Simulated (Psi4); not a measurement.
# MP2, SCS-MP2 and SOS-MP2 from spin components

System: CH$_{3}$F$_{3}$Si (SMILES FC(F)(F)[SiH3]), singlet, at a GFN2-xTB geometry. Level: Psi4 with MP2/def2-SVP. Sums are taken with unrounded values, so a last digit can differ.

The Psi4 input:
```
memory 2 GB

molecule mol {
0 1
Si    1.522749    0.256040   -0.050269
C    -0.397339   -0.066810    0.013117
F    -1.029883    0.729457    0.898820
F    -0.700766   -1.332487    0.366127
F    -0.999882    0.143909   -1.174807
H     1.642097    1.661248   -0.420669
H     2.012679   -0.669237   -1.065100
H     1.985550   -0.043628    1.299569
}

set {
  basis def2-svp
  reference rhf
  freeze_core true
}

energy('mp2')
print_variables()
```

It gave an SCF energy of -626.491594 Eh, a same-spin correlation energy of -0.201660 Eh and an opposite-spin one of -0.578952 Eh.

Work out the MP2, SCS-MP2 (6/5 and 1/3) and SOS-MP2 (1.3 and 0) correlation and total energies.

MP2: -0.578952 + (-0.201660) = -0.780612 Eh, total -627.272206 Eh, as the program printed. SCS-MP2: 1.2 × (-0.578952) + (-0.201660)/3 = -0.761963 Eh, total -627.253557 Eh. SOS-MP2: 1.3 × (-0.578952) = -0.752638 Eh, total -627.244232 Eh. Opposite spins carry 74 % of the MP2 correlation; same-spin pairs are already kept apart by exchange.
